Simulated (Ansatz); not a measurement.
Reaction (SMILES): [GeH] (GeH) → Ge atom + H atom
B3LYP-D3(BJ)/def2-TZVP geometries, fixed; electronic energies without zero-point terms.

Basis-set convergence of the atomisation energy at CCSD(T) with Ansatz (a quantum-chemistry and plane-wave program). All functions are spherical. Cores are frozen (with 3d on Ga to Br). Open shells are unrestricted. No added dispersion term, no relativity. Functions are those of the species that has most. Reference: Hartree-Fock in aug-cc-pVQZ plus the correlation part extrapolated as X^-3 from aug-cc-pVTZ and aug-cc-pVQZ, 67.89 kcal/mol, itself unsure by roughly 0.23 kcal/mol (a third of the extrapolation step and of the last Hartree-Fock step). Deviations are taken from unrounded values.

```json
[
 {"basis": "cc-pVDZ", "functions": "32", "atomisation energy (kcal/mol)": "61.83"},
 {"basis": "aug-cc-pVDZ", "functions": "45", "atomisation energy (kcal/mol)": "63.11"},
 {"basis": "pcseg-1", "functions": "32", "atomisation energy (kcal/mol)": "60.90"},
 {"basis": "aug-pcseg-1", "functions": "45", "atomisation energy (kcal/mol)": "61.76"},
 {"basis": "def2-SVP", "functions": "37", "atomisation energy (kcal/mol)": "62.09"},
 {"basis": "def2-SVPD", "functions": "46", "atomisation energy (kcal/mol)": "63.31"},
 {"basis": "def2-TZVP", "functions": "54", "atomisation energy (kcal/mol)": "64.28"},
 {"basis": "def2-TZVPD", "functions": "63", "atomisation energy (kcal/mol)": "64.86"},
 {"basis": "cc-pVTZ", "functions": "57", "atomisation energy (kcal/mol)": "65.91"},
 {"basis": "aug-cc-pVTZ", "functions": "82", "atomisation energy (kcal/mol)": "66.53"},
 {"basis": "pcseg-2", "functions": "57", "atomisation energy (kcal/mol)": "65.55"},
 {"basis": "aug-pcseg-2", "functions": "82", "atomisation energy (kcal/mol)": "66.15"},
 {"basis": "def2-TZVPP", "functions": "62", "atomisation energy (kcal/mol)": "66.18"},
 {"basis": "def2-TZVPPD", "functions": "71", "atomisation energy (kcal/mol)": "66.46"},
 {"basis": "cc-pVQZ", "functions": "98", "atomisation energy (kcal/mol)": "67.17"},
 {"basis": "aug-cc-pVQZ", "functions": "139", "atomisation energy (kcal/mol)": "67.39"},
 {"basis": "pcseg-3", "functions": "101", "atomisation energy (kcal/mol)": "67.07"},
 {"basis": "aug-pcseg-3", "functions": "142", "atomisation energy (kcal/mol)": "67.22"},
 {"basis": "def2-QZVPP", "functions": "119", "atomisation energy (kcal/mol)": "67.23"},
 {"basis": "def2-QZVPPD", "functions": "128", "atomisation energy (kcal/mol)": "67.28"}
]
```

What the diffuse functions change, pair by pair:
- cc-pVDZ to aug-cc-pVDZ: 13 more functions, deviation -6.06 to -4.78 kcal/mol
- pcseg-1 to aug-pcseg-1: 13 more functions, deviation -6.99 to -6.13 kcal/mol
- def2-SVP to def2-SVPD: 9 more functions, deviation -5.80 to -4.58 kcal/mol
- def2-TZVP to def2-TZVPD: 9 more functions, deviation -3.61 to -3.02 kcal/mol
- cc-pVTZ to aug-cc-pVTZ: 25 more functions, deviation -1.98 to -1.36 kcal/mol
- pcseg-2 to aug-pcseg-2: 25 more functions, deviation -2.34 to -1.74 kcal/mol
- def2-TZVPP to def2-TZVPPD: 9 more functions, deviation -1.71 to -1.43 kcal/mol
- cc-pVQZ to aug-cc-pVQZ: 41 more functions, deviation -0.72 to -0.50 kcal/mol
- pcseg-3 to aug-pcseg-3: 41 more functions, deviation -0.82 to -0.67 kcal/mol
- def2-QZVPP to def2-QZVPPD: 9 more functions, deviation -0.66 to -0.61 kcal/mol

Leaving out the reference's own pair, they bring the value nearer the reference by more than 0.23 kcal/mol in 7 of 9 pairs.
